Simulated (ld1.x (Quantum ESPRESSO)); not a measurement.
**Zr (Z = 40) RRKJ: all-electron and pseudo phase curves**

zirconium, norm-conserving RRKJ (Kleinman–Bylander form), made with ld1.x (Quantum ESPRESSO) 7.5 (PBEsol, scalar-relativistic). Core [Kr], reference 4d2 5s1 5p1. Waves: 5p (bound): rc 2.95 bohr; 4d (bound): rc 1.95 bohr; 5s (bound): rc 2.20 bohr. Local part: the s channel. Core correction: Bessel-smoothed model core, default radius (core density twice the valence density). rho0 = 0.02.

The phase is arctan(r·u′/u) with u = r·R(r), unwrapped; energies in Ry, scanned from -2 to 5 Ry. A pole is an energy at which the radial function vanishes at the test radius. The pseudo phase is shifted by a multiple of π to meet the all-electron one at the reference energy, and phase errors are pseudo minus all-electron; the curves can meet again beyond the range given. Levels narrower than the energy grid can be missing from the lists of poles.

```csv
channel,radius (bohr),reference energy (Ry),"poles, all-electron","poles, pseudo",unbroken range about the reference energy with phases within 0.05 rad,phase error 1 Ry above the reference energy (rad)
s,3.21,-0.38,1.16,"0.36, 1.92",below 0.0,-2.473
p,3.21,-0.15,2.07,2.05,below 3.6,-0.016
d,3.21,-0.34,"-0.04, 3.81","-0.04, 4.93",below 0.8,+0.032
```

A Bessel basis up to 400 Ry misses an occupied level by 0.04 Ry, so cutoffs and ghosts were not judged.

Phases in the p channel:

| E (Ry) | all-electron | pseudo |
| --- | --- | --- |
| -2.00 | 1.358 | 1.330 |
| -1.76 | 1.331 | 1.312 |
| -1.52 | 1.303 | 1.289 |
| -1.28 | 1.270 | 1.260 |
| -1.04 | 1.228 | 1.221 |
| -0.80 | 1.170 | 1.165 |
| -0.56 | 1.082 | 1.078 |
| -0.32 | 0.932 | 0.931 |
| -0.08 | 0.638 | 0.638 |
| 0.16 | 0.040 | 0.029 |
| 0.40 | -0.676 | -0.698 |
| 0.64 | -1.076 | -1.095 |
| 0.88 | -1.271 | -1.287 |
| 1.12 | -1.381 | -1.393 |
| 1.36 | -1.452 | -1.461 |
| 1.60 | -1.502 | -1.509 |
| 1.84 | -1.540 | -1.545 |
| 2.08 | -1.572 | -1.575 |
| 2.32 | -1.601 | -1.599 |
| 2.56 | -1.627 | -1.622 |
| 2.80 | -1.653 | -1.642 |
| 3.04 | -1.681 | -1.662 |
| 3.28 | -1.712 | -1.683 |
| 3.52 | -1.750 | -1.703 |
| 3.76 | -1.798 | -1.726 |
| 4.00 | -1.867 | -1.751 |
| 4.24 | -1.978 | -1.780 |
| 4.48 | -2.187 | -1.815 |
| 4.72 | -2.663 | -1.858 |
| 4.96 | -3.509 | -1.914 |
